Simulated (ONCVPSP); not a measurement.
# Plane-wave convergence, ONCV potential for In

```json
{
 "Element": "In (Z = 49)",
 "Generator": "ONCVPSP 4.0.1",
 "Type": "optimised norm-conserving Vanderbilt (ONCV)",
 "Functional": "PBE",
 "Relativity": "scalar-relativistic",
 "Frozen core": "[Ar] 3d10",
 "Valence charge": "21",
 "Reference configuration": "4s2 4p6 4d10 5s2 (charge +1)",
 "Partial waves": "4s+5s: rc 1.40 bohr, ncon 4, nbas 7, qcut 7.3 1/bohr, 2 projectors; 4p: rc 1.00 bohr, ncon 5, nbas 8, qcut 6.6 1/bohr, 2 projectors, debl 2.5 Ha; 4d: rc 1.00 bohr, ncon 4, nbas 9, qcut 8.7 1/bohr, local",
 "Local potential": "the d channel",
 "Core correction": "polynomial model core, fcfact 0.2"
}
```

In the p channel the program set the typed energies aside and used -3.146, 0.250 Ha.

**Question.** For each optimised wave give the share of its norm inside rc, the residual kinetic energy above qcut (Ha) and the cutoffs (Ha) for errors of 10, 1, 0.1 and 0.01 mHa per electron.

**Answer.**

| wave | norm inside rc | residual KE | 10 mHa | 1 mHa | 0.1 mHa | 0.01 mHa |
| --- | --- | --- | --- | --- | --- | --- |
| 4s | 0.957 | 2.5e-04 | 17.2 | 23.3 | 43.6 | 68.7 |
| 5s | 0.073 | 3.0e-04 | 14.1 | 23.2 | 40.9 | 79.8 |
| 4p | 0.639 | 5.4e-02 | 84.4 | 173.2 | 200.6 | 220.1 |
| p projector 2 | 0.021 | 3.2e-03 | 12.7 | 38.2 | 147.8 | 250.9 |
| 4d | 0.415 | 2.0e-03 | 31.7 | 41.7 | 208.1 | 307.5 |

The occupied waves need 173 Ha and 208 Ha for 1 and 0.1 mHa.
